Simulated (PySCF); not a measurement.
**`BrCC`, C$_{2}$H$_{5}$Br**

Geometry (Å), atoms numbered from 1 in this order:
```xyz
8

C    -0.788    0.181    0.013
C     0.625   -0.338    0.025
Br    1.909    1.078   -0.363
H    -1.044    0.605   -0.959
H    -1.480   -0.642    0.220
H    -0.934    0.950    0.772
H     0.796   -1.098   -0.734
H     0.916   -0.732    0.997
```

Level of theory: PySCF, quadratic response CAM-B3LYP/aug-cc-pVTZ first hyperpolarisability, Taylor convention, gas phase. Geometry: PBE0-D3(BJ)/def2-TZVP.

The calculation is non-relativistic, which matters for the atoms heavier than Zn.

(1) Give the tensor of the second harmonic β(−2ω;ω,ω) at 1907 nm in the axes of these coordinates.

Results:

(1) In au, Taylor convention; rows are the first index (the induced dipole):
```csv
,xx,yy,zz,xy,xz,yz
x,-61.3,+4.8,-15.8,-8.2,+3.5,-6.3
y,-8.5,-39.9,-30.2,+4.8,-6.3,-5.8
z,+3.5,-5.8,+23.6,-6.3,-15.7,-30.0
```
Norm of βᵢ = ⅓ Σⱼ (βᵢⱼⱼ + βⱼᵢⱼ + βⱼⱼᵢ): 108.6 au, hyper-Rayleigh value 43.0 au.
